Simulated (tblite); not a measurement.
Species: C₈H₄F₂O₂.
Bonds: O1–C2 (double), C2–F3, C2–C4, C4–C5 (aromatic), C5–C6 (aromatic), C6–C7 (aromatic), C7–C8, C8–O9 (double), C8–F10, C7–C11 (aromatic), C11–C12 (aromatic), C4–C12 (aromatic). Hydrogens: H13 on C5; H14 on C6; H15 on C11; H16 on C12.

A start from a force field or distance geometry was refined with tblite, GFN2-xTB geometry optimisation, gas phase. Values at the start:

```tsv
coordinate	start
O1=C2	1.226 Å
C2–F3	1.349 Å
C2–C4	1.472 Å
C4–C5	1.404 Å
C5–C6	1.401 Å
C5–H13	1.090 Å
O1–C2–F3	116.9°
O1–C2–C4	124.9°
C2–C4–C5	119.8°
C2–C4–C12	119.9°
F3–C2–C4	118.3°
C4–C5–C6	119.4°
C5–C4–C12	120.3°
O1–C2–C4–C5	178°
```

Question: How do these coordinates change at the GFN2-xTB level?

Answer: 
```json
{"coordinate": "O1=C2", "GFN2-xTB (Å or °)": "1.183", "change": "-0.043"}
{"coordinate": "C5–C6", "GFN2-xTB (Å or °)": "1.379", "change": "-0.022"}
{"coordinate": "C2–F3", "GFN2-xTB (Å or °)": "1.364", "change": "+0.015"}
{"coordinate": "C5–H13", "GFN2-xTB (Å or °)": "1.079", "change": "-0.011"}
{"coordinate": "C4–C5", "GFN2-xTB (Å or °)": "1.396", "change": "-0.008"}
{"coordinate": "C2–C4", "GFN2-xTB (Å or °)": "1.470", "change": "-0.002"}
{"coordinate": "F3–C2–C4", "GFN2-xTB (Å or °)": "112.1", "change": "-6.2"}
{"coordinate": "O1–C2–C4", "GFN2-xTB (Å or °)": "128.7", "change": "+3.8"}
{"coordinate": "O1–C2–F3", "GFN2-xTB (Å or °)": "119.2", "change": "+2.3"}
{"coordinate": "C2–C4–C12", "GFN2-xTB (Å or °)": "117.7", "change": "-2.2"}
{"coordinate": "C2–C4–C5", "GFN2-xTB (Å or °)": "121.9", "change": "+2.1"}
{"coordinate": "C4–C5–C6", "GFN2-xTB (Å or °)": "119.6", "change": "+0.2"}
{"coordinate": "C5–C4–C12", "GFN2-xTB (Å or °)": "120.4", "change": "+0.1"}
{"coordinate": "O1–C2–C4–C5", "GFN2-xTB (Å or °)": "180", "change": "+2"}
```

The energy falls by 20.1 kJ/mol over 22 L-BFGS steps, the largest force on an atom goes from 3.40 to 0.006 eV/Å, and the atoms move by 0.040 Å rms after alignment. The bond that changes most is O1=C2 (carbonyl oxygen to acyl halide carbon), which shortens by 0.043 Å. Bonds longer at the end by more than 0.005 Å: 2 of 16; shorter: 8. Rotational constants go from 2911, 440.4, 382.6 to 2912, 451.5, 390.9 MHz.

Its GFN2-xTB frequencies are all real (lowest 41 cm⁻¹). One conformer, not necessarily the lowest. 3 starts were optimised and ended at 0.00, 0.00 and 0.02 kcal/mol (GFN2-xTB); the lowest of these is shown.

Conformer computed: `[O:1]=[C:2]([F:3])[c:4]1[cH:5][cH:6][c:7]([C:8](=[O:9])[F:10])[cH:11][cH:12]1`: O1–C2–C4–C5 180°, C6–C7–C8–O9 0°.
